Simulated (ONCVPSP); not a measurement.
**Before and after: ONCV potential for bromine (Br)**

ONCVPSP 4.0.1 input, shortened (lines: element, Z, core and valence counts, functional; n l f; lmax; l rc ep ncon nbas qcut; lloc lpopt rc5 dvloc0; l nproj debl; icmod fcfact rcfact), PBEsol, scalar-relativistic:

```
  Br 35.00    4    4  -116133      upf
    1    0    2.00
    2    0    2.00
    2    1    6.00
    3    0    2.00
    3    1    6.00
    3    2   10.00
    4    0    2.00
    4    1    5.00
    2
    0    1.35    0.00    3    8    5.40
    1    0.80    0.00    4    8   14.00
    2    0.60    0.00    4    8   20.80
    4    5    0.60    0.00
    0    2    3.70
    1    2    1.40
    2    2    3.80
    3    5.00    1.00
```

All-electron outer shells of the reference configuration (PBEsol, scalar-relativistic, ld1.x):

```
shell  level (eV)  outermost node (bohr)  outermost maximum (bohr)
   2p    -1527.86                      –                      0.13
   3s     -237.63                   0.23                      0.48
   3p     -173.26                   0.21                      0.48
   3d      -66.71                      –                      0.43
   4s      -20.13                   0.67                      1.41
   4p       -7.85                   0.70                      1.66
```

Change: all radii but the core radius scaled by about 0.90 (s 1.22, p 0.72, d 0.54 bohr); local potential polynomial inside 0.54 bohr (lpopt 5, dvloc0 0 Ha).

Cutoffs: the cutoffs (Ha) at which the residual kinetic energy of the hardest occupied pseudo-wave falls to 1 and 0.1 mHa per electron; they do not see the model core or the augmentation charge, which bear on the density cutoff. Errors are all-electron minus pseudo energies relative to the spin-unpolarised reference configuration.

Task: Predict the effect on cutoff, ghosts and configuration errors.

Result: The potential gets harder (219 Ha and 618 Ha → 643 Ha and 832 Ha); both files keep a bound ghost (s); the errors of the 4 common tests hardly move. A smaller radius makes the pseudo-wave follow the all-electron one further in, where it bends more sharply, so more plane waves are needed.

```csv
quantity,base,changed
"cutoff, loose",219 Ha,643 Ha
"cutoff, tight",618 Ha,832 Ha
loose cutoff by channel,"s 13 Ha, p 76 Ha, d 219 Ha","s 13 Ha, p 74 Ha, d 643 Ha"
bound ghosts,s,s
GHOST(+) flags under 300 eV,none,s at 248.0 eV
"error for 3p6 3d10 4s2 4p4, meV [ΔE 12.55 eV]",-0.6,-0.7
"error for 3p6 3d10 4s2 4p3, meV [ΔE 35.33 eV]",-3.6,-3.5
"error for 3p6 3d10 4s2 4p2, meV [ΔE 69.33 eV]",-10,-9.8
"error for 3p6 3d9 4s2 4p6, meV [ΔE 64.31 eV]",-88,-94
"rms error of d²Exc/dni dnj with the model core, mHa",3.74,3.73
```

 A true bound ghost makes a file unfit for plane-wave use even where its test errors are small: the radial tests pick states by their node count and pass the ghost by.
